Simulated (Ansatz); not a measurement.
Consider the ligand exchange at the Si–Cl bond: `C[Si](N)(Cl)Br` + CH₃OH → `CO[Si](C)(N)Br` + HCl.

Computed with Ansatz on PBE0-D4/def2-TZVP structures; ΔE is electronic, products minus reactants. CCSD(T)/CBS adds triple-zeta CCSD(T) − MP2 to the extrapolated MP2 energy (def2 sets, frozen cores). This one scheme is used for every species. Functionals use def2-TZVPP. B3LYP here is the variant with VWN-RPA as its local correlation; programs differ in this. For Br outer-core shells are correlated without core-valence functions, which leaves a few kJ/mol of doubt a bond. Scalar relativity is left out up to krypton. Each species was taken in one conformer, which may not be the lowest.

```csv
level,ΔE (kJ/mol),difference from CCSD(T)/CBS
PBE0-D4,-4.5,7.1
B3LYP-D4,-13.1,-1.5
ωB97M-V,-11.3,0.3
PBE,-0.3,11.3
r2SCAN,-8.1,3.5
MP2/def2-TZVPP,-12.2,-0.6
CCSD/def2-TZVPP,-16.8,-5.2
HF/def2-QZVPP,-15.3,-3.7
SCS-MP2/def2-QZVPP,-11.7,-0.1
HF/CBS(def2),-15.4,-3.8
CCSD(T)/CBS,-11.6,0
```

Largest T1 diagnostic among the species: 0.009.

The D4 term adds −3.5 kJ/mol with B3LYP and −2.4 kJ/mol with PBE0; it sums over pairs of atoms, weighted by their polarisabilities, and B3LYP, whose exchange is more repulsive, gets the larger term.

CCSD(T)/CBS has its own doubt, a few kJ/mol and more with outer-core shells, so smaller differences from it don't rank the levels.
